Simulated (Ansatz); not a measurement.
Reaction (ligand exchange at the Si–S bond): `Cl[SiH2]S[SiH2]Cl` + `C[NH][GeH2][Cl]` → `C[N]([SiH2]Cl)[GeH2][Cl]` + `S[SiH2]Cl`

Program: Ansatz. Geometries: PBE0-D4/def2-TZVP. ΔE: electronic, gas phase. CBS: MP2 limit from def2 TZ/QZ plus the TZ coupled-cluster correction, frozen cores. DFT in def2-TZVPP. B3LYP here is the variant with VWN-RPA as its local correlation; programs differ in this. For Ge outer-core shells are correlated without core-valence functions, which leaves a few kJ/mol of doubt a bond. Scalar relativity is left out up to krypton. Each species was taken in one conformer, which may not be the lowest.

CCSD(T)/CBS gives -0.03 eV.

Problem. Another level gave -0.06 eV. Which?
A. MP2/def2-TZVPP
B. B3LYP-D4/def2-TZVPP
C. CCSD/def2-TZVPP
D. PBE0-D4/def2-TZVPP

Solution. A. MP2/def2-TZVPP -0.06, PBE0-D4 0.05, B3LYP-D4 -0.02, CCSD/def2-TZVPP -0.10 eV.

Largest T1 diagnostic among the species: 0.011.
